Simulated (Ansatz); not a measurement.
Consider the redistribution: `[GeH3][SeH]` + `Cl[Si]([SeH])([SeH])[SeH]` → `[SeH][Si]([SeH])([SeH])[SeH]` + `[Cl][GeH3]`.

Gas-phase electronic energies from Ansatz, PBE0-D4/def2-TZVP geometries. CBS: MP2 limit from def2 TZ/QZ plus the TZ coupled-cluster correction, frozen cores. Functionals use def2-TZVPP. For Ge, Se outer-core shells are correlated without core-valence functions, which leaves a few kJ/mol of doubt a bond. Scalar relativity is left out up to krypton. Each species was taken in one conformer, which may not be the lowest.

| level | ΔE (kJ/mol) |
| --- | --- |
| B2PLYP | 16.2 |
| r2SCAN | 17.4 |

Problem. What does CCSD(T)/CBS give? (Estimate.)

Solution. Ansatz gave: +15.1 kJ/mol. The listed levels differ from it by 1.1, 2.3 kJ/mol.

Largest T1 diagnostic among the species: 0.010.

The D4 term adds −3.6 kJ/mol with B3LYP and −2.0 kJ/mol with PBE0; it sums over pairs of atoms, weighted by their polarisabilities, and B3LYP, whose exchange is more repulsive, gets the larger term.

B3LYP here is the variant with VWN-RPA as its local correlation; programs differ in this.
